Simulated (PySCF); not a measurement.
Compound: C₆H₉NO₂ (charge -1 and doublet state).
Geometry (GFN2-xTB, Å), atoms numbered from 1 in this order:
```
atom  x, y, z in Å
N1    -1.5638    1.2149   -0.1388
C2    -2.1000    0.0535    0.2865
O3    -2.9973   -0.0456    1.1183
C4    -1.4698   -1.1390   -0.4110
C5     0.0650   -1.1177   -0.2377
C6     0.6905    0.0826   -0.8950
C7     1.8406    0.7425   -0.4237
C8     2.4373    0.6503    0.8341
O9     3.4450    1.2920    1.2201
H10   -0.5340    1.0466   -0.4860
H11   -1.7670    2.0278    0.4284
H12   -1.8935   -2.0565    0.0034
H13   -1.7067   -1.0943   -1.4777
H14    0.2981   -1.1234    0.8286
H15    0.4606   -2.0515   -0.6648
H16    0.5224    0.1291   -1.9701
H17    2.2884    1.4652   -1.0994
H18    1.9754   -0.0704    1.5464
```

The hyperfine couplings belong to this conformer and change with its torsions.

Identity: `N[C]([O-])CC/C=C\C=O` [radical] (charge -1).

Level of theory: PySCF 2.14.0, UKS B3LYP, pcH-1 on C H N O, non-relativistic, mean-field spin-orbit, GIAO. Whether the extra electron is bound in the gas phase wasn't checked; a finite basis holds it in any case. The geometry wasn't refined by DFT: couplings that depend on bond lengths, twists or pyramidal angles can differ widely from those at the functional's own minimum, by a factor of two or more for some ions and for spin on atoms past the first row. The frame is twisted about the C6–C7 bond at this geometry (dihedral C5–C6–C7–C8 = -16°); couplings at other torsion angles weren't computed. The SCF solution wasn't tested for stability.

Question: Give the principal g shifts and their parts.

Answer: 
```json
{"Δg (ppm)": "relativistic mass correction", "1": "-210", "2": "-210", "3": "-210"}
{"Δg (ppm)": "gauge correction", "1": "-3", "2": "42", "3": "44"}
{"Δg (ppm)": "orbital Zeeman/spin–orbit", "1": "24", "2": "2301", "3": "3410"}
{"Δg (ppm)": "total", "1": "-189", "2": "2134", "3": "3244"}
```

So g = 2.00213, 2.00445, 2.00556 and g_iso = 2.00405; the tensor is rhombic: the two nearest values differ by 32 % of g3 − g1. Axes: g2 points within 10° of the C7–H17 bond.

Question: How much does each term add to the isotropic shift?

Answer: The orbital-Zeeman/spin–orbit term 1912, the mass correction -210 and the gauge correction 28 ppm, for a total of 1730 ppm. The orbital-Zeeman/spin–orbit term is the largest in size. The mass correction is the same along every axis, so the anisotropy comes from the other two: their spans along these axes are 46 (gauge) and 3386 ppm (orbital Zeeman/spin–orbit).

Question: What are the electron Larmor frequencies g μB B/h along the three axes at 3350 mT?

Answer: 93.8747, 93.9836, 94.0357 GHz for g1, g2 and g3, a range of 160.9 MHz.

Question: At 9.641 GHz, how far is the centre of the isotropic spectrum from where a free electron (g = 2.002319) resonates?

Answer: B = hν/(g μB) with μB/h = 13.99624 MHz/mT gives 344.01 mT for the free electron and 343.72 mT at g_iso, 0.30 mT lower.

Question: In a frozen sample, at which fields do the three g values resonate at 9.5, 34, 94 and 263 GHz (hyperfine left aside), and which band first spreads them over more than twice a line width of 1.0 mT?

Answer: 
| band | GHz | B(g3) mT | B(g2) mT | B(g1) mT | spread mT |
| --- | --- | --- | --- | --- | --- |
| X | 9.5 | 338.44 | 338.62 | 339.02 | 0.58 |
| Q | 34.0 | 1211.24 | 1211.91 | 1213.32 | 2.08 |
| W | 94.0 | 3348.73 | 3350.58 | 3354.47 | 5.74 |
| J | 263.0 | 9369.32 | 9374.50 | 9385.38 | 16.06 |

The spread grows in proportion to the frequency. Q band is the first where it exceeds 2.0 mT.

The Mulliken spin populations are largest on C6 (+0.38), O9 (+0.26), C7 (+0.16) and C8 (+0.13). Three atoms exceed +0.15.

The HOMO–LUMO gaps are 3.49 eV among the α and 4.45 eV among the β orbitals.

The SMILES draws the unpaired electron on C2; the largest computed Mulliken spin population is on C6 (0.38 against 0.00).
